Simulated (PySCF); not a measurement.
# Correlation energy of Te⁺ (tellurium, charge +1)

[Kr] 4d10 5s2 5p2 5d1, one real determinant (an excited configuration). All numbers are calculated (PySCF 2.14, a scalar-relativistic core potential, in aug-cc-pwCVTZ-PP with ECP28MDF (8s7p6d4f1g, 96 functions)). Frozen: 4s2 4p6 4d10; 5 electrons correlated.

MP2 pair energies summed by pair of shells (mhartree):

```tsv
pair	energy	share (%)
5s-5p	-30.32	42.5
5s-5d	-14.73	20.7
5s-5s	-13.87	19.5
5p-5d	-7.62	10.7
5p-5p	-4.74	6.6
```

Total MP2 correlation energy: -71.28 mhartree.

Same-spin part -17.91 and opposite-spin part -53.37 mhartree; SCS-MP2 scales them by 1/3 and 6/5 to -70.02 mhartree.

The reference is one real determinant that mixes LS terms of this configuration.
